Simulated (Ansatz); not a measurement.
A nudged elastic band was laid between two geometries of C$_{2}$H$_{4}$AlN (8 atoms, charge 0, multiplicity 1).

Theory: Ansatz, RKS PBE-D4/def2-SVP.

```json
{
  "movable images": "9",
  "climbing image": "yes",
  "spring": "5.0 eV/Å²",
  "optimiser": "quadratic models (default)",
  "start path": "through a guess of the saddle point",
  "force threshold": "0.05 eV/Å",
  "iteration limit": "60",
  "end points": "relaxed"
}
```

Image 0:

```xyz
8
Properties=species:S:1:pos:R:3
C -0.217 2.096 0.371
C -0.075 0.794 0.137
N 0.055 -0.395 -0.077
Al 0.245 -2.149 -0.392
H -0.551 2.770 -0.430
H -0.003 2.507 1.369
H -0.093 -2.642 -1.865
H 0.732 -3.038 0.832
```

Image 10:

```xyz
8
Properties=species:S:1:pos:R:3
C -0.242 1.777 0.227
C -0.257 0.495 -0.064
N -0.103 -0.715 -0.359
Al 1.566 -2.083 -0.384
H 0.095 2.515 -0.521
H -0.586 2.144 1.207
H -0.936 -1.186 -0.756
H 0.555 -3.006 0.595
```

Task: Which bonds break or form, and what moves?

Result: Bonds broken: Al4–H7. Bonds formed: N3–H7.

Task: Give the energies along the band, and the barrier.

Result: The run converged. The highest image is number 7 of 0 to 10, 252.6 kJ/mol above the first end and 76.3 kJ/mol above the last; the last end lies 176.3 kJ/mol above the first. A vibrational analysis at the climbing image gives one clearly imaginary mode, 1208i cm⁻¹: a first-order saddle point. The orbitals stay closed-shell, which can raise the energy where a bond breaks towards radicals; this wasn't checked here.

```tsv
image	path coordinate (Å)	energy (kJ/mol)	Al4–H7 (Å)	N3–H7 (Å)
0	0.00	0.0	1.59	2.88
1	0.39	1.6	1.59	2.84
2	0.78	6.6	1.59	2.81
3	1.16	15.8	1.59	2.74
4	1.55	42.0	1.58	2.51
5	1.94	104.5	1.58	2.16
6	2.33	193.4	1.63	1.76
7	2.71	252.6	1.77	1.33
8	3.19	207.6	2.18	1.06
9	3.67	181.7	2.51	1.04
10	4.14	176.3	2.68	1.04
```

Task: What is the geometry of the highest image?

Result: 
```xyz
8
Properties=species:S:1:pos:R:3
C -0.232 1.886 0.250
C -0.060 0.573 0.192
N 0.085 -0.646 0.005
Al 0.669 -2.345 -0.690
H -0.125 2.505 -0.656
H -0.467 2.388 1.202
H -0.610 -1.161 -1.004
H 0.833 -3.257 0.644
```

Task: What are the harmonic wavenumbers there?

Result: 1208i, 124, 181, 341, 397, 447, 524, 604, 689, 739, 918, 1152, 1369, 1600, 1760, 2034, 3068, 3164 cm⁻¹.

The band took 21 iterations and about 10 core-minutes.

The run took 10 min on 1 thread of Arm Neoverse N1, with other jobs on the host, peak memory 0.12 GiB.
